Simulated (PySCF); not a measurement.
# Relaxation of valence singlet (4f shell in the core) CeO2

These are results of PySCF, PBE0, basis Ce lcecp-2-TZVP with ECP46, O def2-TZVP (scalar-relativistic core potentials, no spin–orbit coupling, density fitting), not measurements. A (50,194) grid was used.

A hand-made bent start, of C2v symmetry, held to at least that symmetry:

```xyz
3
charge 0 multiplicity 1, angstrom
Ce    0.0000    0.0000   -0.2071
O     1.5892    0.0000    0.9056
O    -1.5892    0.0000    0.9056
```

What does it relax to?

It ends at C2v with Ce–O 1.862 Å (×2); O–Ce–O 104.7° (after a last refinement on a finer grid). A frequency run shows a minimum.

How much energy is released, and in how many steps?

22.6 kJ/mol in 4 steps.

The 4f shell sits in the core potential, so its spin is not counted.

The relaxation took of the order of 60 core-seconds on a shared host.
